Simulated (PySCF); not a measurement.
Isomers of C3H12SiSn, from PBE0-D3(BJ)/def2-SVP geometry optimisation, gas phase, def2 core potentials past Kr (PySCF 2.14.0). One conformer each, no zero-point energy, no frequencies.

Question: Which is lower in electronic energy at this level?
A. SnH3(SiMe3), `C[Si]([SnH3])(C)C`: A = 2986, B = 996.5, C = 996.0 MHz, dipole 1.86 D
B. Sn(SiH3)Me3, `[Sn]([CH3])([SiH3])([CH3])[CH3]`: A = 2398, B = 1486, C = 1483 MHz, dipole 1.08 D

Answer: A. That is SnH3(SiMe3), `[H][Sn]([H])([H])[Si](C)(C)C`, 15.2 kcal/mol below the other.

```json
{"SMILES": "[H][Sn]([H])([H])[Si](C)(C)C", "mapped SMILES": "–", "E (Eh)": "-624.90877", "relative (kcal/mol)": "0.0", "relative (kJ/mol)": "0.0", "dipole (D)": "1.86"}
{"SMILES": "[CH3][Sn]([CH3])([CH3])[SiH3]", "mapped SMILES": "–", "E (Eh)": "-624.88461", "relative (kcal/mol)": "15.2", "relative (kJ/mol)": "63.4", "dipole (D)": "1.08"}
```
